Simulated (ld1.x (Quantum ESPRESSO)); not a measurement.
Configuration tests for rubidium (TM)

- Element: rubidium
- Generator: ld1.x (Quantum ESPRESSO) 7.5
- Type: norm-conserving Troullier–Martins (Kleinman–Bylander form)
- Functional: LDA (PZ)
- Relativity: scalar-relativistic
- Frozen core: [Kr]
- Valence charge: 1
- Reference configuration: 5s1 5p0
- Partial waves: 5s (bound): rc 3.30 bohr; 5p (bound, empty): rc 3.20 bohr; 4d channel at -0.1 Ry: rc 3.15 bohr
- Local potential: the d channel
- Core correction: a·sin(br)/r model core inside 2.65 bohr

Energies are relative to the spin-unpolarised reference configuration 5s1 5p0; without spin polarisation the order of configurations can differ from experiment. Spin-polarised rows fill each open shell by Hund’s rule, majority spin first. Not all tests gave a result: 1 of 4 tests not solved or not reliable. Left out of the table: 5s0 5p1 (solver errors, printed error -1.3 eV).

| valence configuration | charge | ΔE all-electron (eV) | error AE − PS (meV) |
| --- | --- | --- | --- |
| 5s0.5 5p0 | +0.5 | 1.659 | -3.3 |
| 5s1 5p0 (spin-polarised) | 0 | -0.125 | -0.9 |
| 5s0.5 5p0 (spin-polarised) | +0.5 | 1.616 | -3.9 |

Levels in the configuration 5s1 5p0 (spin-polarised):

| level | all-electron (eV) | pseudo (eV) |
| --- | --- | --- |
| 5s up | -2.544 | -2.544 |

Note: ghost states, extra bound levels that the all-electron valence spectrum of the same l lacks: s at -16.7 eV, p at -0.87 eV. A true bound ghost makes a file unfit for plane-wave use.
